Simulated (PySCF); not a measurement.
F3H3O3Si2, SMILES [Si]([Si](F)(F)F)(O)(O)O.

Geometry optimised at PBE0-D3(BJ)/def2-SVP. This is a generated structure with no PubChem entry under its InChIKey; it may be hypothetical. One conformer was computed; it need not be the lowest.

Computed with SMD-B3LYP/6-31G* (PySCF).

Solvation free energies are E(SMD) − E(gas) at the gas-phase geometry, for 1 M in both phases. In vacuum the dipole moment is 1.28 D.

Problem. Estimate the solvation free energies in water, benzene, ethanol. (Estimate from the structure and the level; the computed values follow.)

Solution. 
```
solvent  ΔG(solv) (kcal/mol)  its non-electrostatic (CDS) part  dipole (D)
-------  -------------------  --------------------------------  ----------
water                  -12.7                               4.4        1.26
benzene                 -5.0                              -1.3        1.38
ethanol                -13.9                               1.7        1.31
```
